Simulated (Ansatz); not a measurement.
Total energies of CH4F2OTi, SMILES `[CH3][Ti]([OH])([F])[F]`.

```
atom   x (Å)   y (Å)   z (Å)
  C1   0.845   0.512   0.862
 Ti2  -0.205  -0.617  -0.485
  O3  -1.455   0.456  -1.131
  F4   0.959  -1.111  -1.708
  F5  -0.852  -1.975   0.424
  H6   0.178   0.849   1.661
  H7   1.646  -0.102   1.285
  H8   1.273   1.379   0.353
  H9  -2.390   0.609  -1.260
```

The species carries charge 0 and has multiplicity 1. Correlated methods include outer-core shells of Ti, which these sets cover unevenly. Scalar relativity is left out up to krypton. All single points use the PBE0-D4/def2-TZVP geometry. It is one conformer, not always the lowest. Basis def2-TZVPP, Ansatz 0.2.0.

RPA on PBE orbitals: Hartree–Fock energy of these orbitals -1162.55736 Eh, correlation -2.09253 Eh (frozen core).

| functional | energy without D4 (Eh) | D4 term (kJ/mol) |
| --- | --- | --- |
| LDA (SPW92) | -1161.04040 | – |
| PBE | -1164.71558 | -15.5 |
| revPBE | -1165.05341 | -44.1 |
| BLYP | -1165.24560 | -33.5 |
| PBE0 | -1164.71728 | -13.1 |
| r2SCAN0 | -1164.99695 | -4.5 |
| HSE06 (plane-wave form) | -1164.69517 | -12.2 |
| BHLYP | -1165.05899 | -19.5 |
| ωB97X-V | -1165.00865 | – |
| B2PLYP | -1164.89254 | – |

Problem. Give the same for r2SCAN, B97M-V, B3LYP, r2SCANh, CAM-B3LYP, LC-ωPBE, ωB97M-V, PBE-QIDH. (An estimate is asked.)

Solution. Ansatz gave: 
| functional | energy without D4 (Eh) | D4 term (kJ/mol) |
| --- | --- | --- |
| r2SCAN | -1165.08663 | -3.8 |
| B97M-V | -1164.94147 | – |
| B3LYP | -1165.26989 | -24.9 |
| r2SCANh | -1165.04949 | -4.0 |
| CAM-B3LYP | -1165.18488 | -13.3 |
| LC-ωPBE | -1164.88281 | – |
| ωB97M-V | -1165.08266 | – |
| PBE-QIDH | -1164.56107 | – |

B3LYP takes the VWN-RPA correlation (the form of Gaussian; ORCA's B3LYP/G). HSE06 is the plane-wave form, built on full-range PBE exchange. The double hybrids freeze the cores in their second-order part.

LC-ωPBE has ω = 0.4 bohr⁻¹.
